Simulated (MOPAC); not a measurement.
MOPAC input (PM7):

```
PM7 1SCF GEO-OK AUX(PRECISION=9) THREADS=1
GeS

Ge   -0.00000000 1   -0.00000000 1   -0.67615959 1
S     0.00000000 1    0.00000000 1    1.35231918 1
```

### Question
What heat of formation does the run end on, and which ionisation energy by Koopmans theorem?

### Answer
56.83 kcal/mol; 8.41 eV.
